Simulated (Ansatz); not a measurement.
Harmonic vibrations of FH$_{3}$OSi$_{2}$ by finite differences.

```yaml
crystal:
  periodic: [false, false, false]
  atoms:
    - {symbol: F, position_ang: [-0.918330, -1.953605, 0.981416]}
    - {symbol: Si, position_ang: [-0.284986, -1.581119, -0.452863]}
    - {symbol: O, position_ang: [0.064267, 0.032135, -0.407072]}
    - {symbol: Si, position_ang: [0.417957, 1.475869, 0.217135]}
    - {symbol: H, position_ang: [-1.443265, -1.666654, -1.405365]}
    - {symbol: H, position_ang: [0.823333, 1.421818, 1.646949]}
    - {symbol: H, position_ang: [1.402423, 2.203456, -0.625901]}
basis:
  gaussian: {orbitals: def2-TZVP}
hamiltonian: {xc: pbe0, dispersion: d4}
phonons: {temperatures: {t_min: 298.15, t_max: 900, t_step: 200}}
```

```sh
$ ansatz run in.yaml --threads 2 --pin off --events-out ev --progress --plain --max-ram 4352MiB
```

Shortened log:

```
Functional definition: PBE0
mean field -20559.59383153 eV, -755.5511375155 hartree, gradient 5.5e-5 eV, S^2 0.000000; 0 other end points of the search recorded, 0 dependent functions left out
mean field -20559.59380675 eV, -755.5511366050 hartree, gradient 1.7e-6 eV, S^2 0.000000; 0 other end points of the search recorded, 0 dependent functions left out
mean field -20559.59382135 eV, -755.5511371412 hartree, gradient 1.8e-6 eV, S^2 0.000000; 0 other end points of the search recorded, 0 dependent functions left out
mean field -20559.59379981 eV, -755.5511363497 hartree, gradient 1.7e-6 eV, S^2 0.000000; 0 other end points of the search recorded, 0 dependent functions left out
mean field -20559.59384021 eV, -755.5511378345 hartree, gradient 1.1e-6 eV, S^2 0.000000; 0 other end points of the search recorded, 0 dependent functions left out
mean field -20559.59376420 eV, -755.5511350412 hartree, gradient 2.3e-6 eV, S^2 0.000000; 0 other end points of the search recorded, 0 dependent functions left out
mean field -20559.59374601 eV, -755.5511343726 hartree, gradient 2.6e-6 eV, S^2 0.000000; 0 other end points of the search recorded, 0 dependent functions left out
mean field -20559.59375339 eV, -755.5511346439 hartree, gradient 2.8e-6 eV, S^2 0.000000; 0 other end points of the search recorded, 0 dependent functions left out
mean field -20559.59378043 eV, -755.5511356375 hartree, gradient 9.8e-7 eV, S^2 0.000000; 0 other end points of the search recorded, 0 dependent functions left out
mean field -20559.59372991 eV, -755.5511337809 hartree, gradient 2.8e-6 eV, S^2 0.000000; 0 other end points of the search recorded, 0 dependent functions left out
mean field -20559.59377746 eV, -755.5511355283 hartree, gradient 2.4e-6 eV, S^2 0.000000; 0 other end points of the search recorded, 0 dependent functions left out
mean field -20559.59372132 eV, -755.5511334653 hartree, gradient 3.0e-6 eV, S^2 0.000000; 0 other end points of the search recorded, 0 dependent functions left out
mean field -20559.59373973 eV, -755.5511341420 hartree, gradient 9.4e-7 eV, S^2 0.000000; 0 other end points of the search recorded, 0 dependent functions left out
mean field -20559.59380783 eV, -755.5511366445 hartree, gradient 2.5e-6 eV, S^2 0.000000; 0 other end points of the search recorded, 0 dependent functions left out
mean field -20559.59379750 eV, -755.5511362650 hartree, gradient 2.4e-6 eV, S^2 0.000000; 0 other end points of the search recorded, 0 dependent functions left out
mean field -20559.59371186 eV, -755.5511331176 hartree, gradient 1.9e-6 eV, S^2 0.000000; 0 other end points of the search recorded, 0 dependent functions left out
mean field -20559.59369167 eV, -755.5511323758 hartree, gradient 1.2e-6 eV, S^2 0.000000; 0 other end points of the search recorded, 0 dependent functions left out
mean field -20559.59380116 eV, -755.5511363994 hartree, gradient 2.3e-6 eV, S^2 0.000000; 0 other end points of the search recorded, 0 dependent functions left out
mean field -20559.59380756 eV, -755.5511366346 hartree, gradient 2.4e-6 eV, S^2 0.000000; 0 other end points of the search recorded, 0 dependent functions left out
mean field -20559.59379602 eV, -755.5511362106 hartree, gradient 1.2e-6 eV, S^2 0.000000; 0 other end points of the search recorded, 0 dependent functions left out
mean field -20559.59377331 eV, -755.5511353761 hartree, gradient 2.7e-6 eV, S^2 0.000000; 0 other end points of the search recorded, 0 dependent functions left out
mean field -20559.59375990 eV, -755.5511348832 hartree, gradient 2.3e-6 eV, S^2 0.000000; 0 other end points of the search recorded, 0 dependent functions left out
mean field -20559.59370780 eV, -755.5511329687 hartree, gradient 1.7e-6 eV, S^2 0.000000; 0 other end points of the search recorded, 0 dependent functions left out
mean field -20559.59373777 eV, -755.5511340699 hartree, gradient 2.6e-6 eV, S^2 0.000000; 0 other end points of the search recorded, 0 dependent functions left out
mean field -20559.59373456 eV, -755.5511339519 hartree, gradient 2.6e-6 eV, S^2 0.000000; 0 other end points of the search recorded, 0 dependent functions left out
mean field -20559.59379980 eV, -755.5511363494 hartree, gradient 1.5e-6 eV, S^2 0.000000; 0 other end points of the search recorded, 0 dependent functions left out
mean field -20559.59380120 eV, -755.5511364009 hartree, gradient 1.4e-6 eV, S^2 0.000000; 0 other end points of the search recorded, 0 dependent functions left out
mean field -20559.59381922 eV, -755.5511370630 hartree, gradient 1.8e-6 eV, S^2 0.000000; 0 other end points of the search recorded, 0 dependent functions left out
mean field -20559.59383315 eV, -755.5511375751 hartree, gradient 2.2e-6 eV, S^2 0.000000; 0 other end points of the search recorded, 0 dependent functions left out
mean field -20559.59380450 eV, -755.5511365222 hartree, gradient 1.7e-6 eV, S^2 0.000000; 0 other end points of the search recorded, 0 dependent functions left out
mean field -20559.59381029 eV, -755.5511367348 hartree, gradient 2.1e-6 eV, S^2 0.000000; 0 other end points of the search recorded, 0 dependent functions left out
mean field -20559.59382685 eV, -755.5511373434 hartree, gradient 2.0e-6 eV, S^2 0.000000; 0 other end points of the search recorded, 0 dependent functions left out
mean field -20559.59382232 eV, -755.5511371771 hartree, gradient 1.9e-6 eV, S^2 0.000000; 0 other end points of the search recorded, 0 dependent functions left out
mean field -20559.59383338 eV, -755.5511375835 hartree, gradient 1.2e-6 eV, S^2 0.000000; 0 other end points of the search recorded, 0 dependent functions left out
mean field -20559.59381832 eV, -755.5511370301 hartree, gradient 1.2e-6 eV, S^2 0.000000; 0 other end points of the search recorded, 0 dependent functions left out
mean field -20559.59378580 eV, -755.5511358348 hartree, gradient 2.7e-6 eV, S^2 0.000000; 0 other end points of the search recorded, 0 dependent functions left out
mean field -20559.59377484 eV, -755.5511354321 hartree, gradient 2.1e-6 eV, S^2 0.000000; 0 other end points of the search recorded, 0 dependent functions left out
mean field -20559.59380948 eV, -755.5511367052 hartree, gradient 1.8e-6 eV, S^2 0.000000; 0 other end points of the search recorded, 0 dependent functions left out
mean field -20559.59380397 eV, -755.5511365026 hartree, gradient 1.1e-6 eV, S^2 0.000000; 0 other end points of the search recorded, 0 dependent functions left out
mean field -20559.59382194 eV, -755.5511371631 hartree, gradient 2.2e-6 eV, S^2 0.000000; 0 other end points of the search recorded, 0 dependent functions left out
mean field -20559.59380739 eV, -755.5511366284 hartree, gradient 2.8e-6 eV, S^2 0.000000; 0 other end points of the search recorded, 0 dependent functions left out
mean field -20559.59380813 eV, -755.5511366556 hartree, gradient 1.6e-6 eV, S^2 0.000000; 0 other end points of the search recorded, 0 dependent functions left out
mean field -20559.59380990 eV, -755.5511367205 hartree, gradient 1.8e-6 eV, S^2 0.000000; 0 other end points of the search recorded, 0 dependent functions left out
Total energy: -20559.72752000 eV, -755.5560504761 hartree
Atom 0 at    -0.918330    -1.953605     0.981416 Å, force     0.000643    -0.000426     0.000622 eV/Å
Atom 1 at    -0.284986    -1.581119    -0.452863 Å, force    -0.001669     0.001879     0.000544 eV/Å
Atom 2 at     0.064267     0.032135    -0.407072 Å, force     0.001842     0.003532     0.001054 eV/Å
Atom 3 at     0.417957     1.475869     0.217135 Å, force    -0.001091    -0.004707    -0.001597 eV/Å
Atom 4 at    -1.443265    -1.666654    -1.405365 Å, force     0.000410    -0.000423    -0.000648 eV/Å
Atom 5 at     0.823333     1.421818     1.646949 Å, force    -0.000129    -0.000034     0.000050 eV/Å
Atom 6 at     1.402423     2.203456    -0.625901 Å, force    -0.000006     0.000180    -0.000025 eV/Å
Dipole moment:     0.158143     0.395134    -0.081405 e Å
Vibrations: 63.08 205.63 241.36 280.64 399.38 573.94 687.04 724.86 781.32 851.46 938.82 1081.14 2105.81 2188.78 2232.90 cm⁻¹, zero-point energy 0.827976 eV
```

Run time 81 s (2 threads of an Arm Neoverse V2 on a shared host); peak host memory 0.3 GiB.
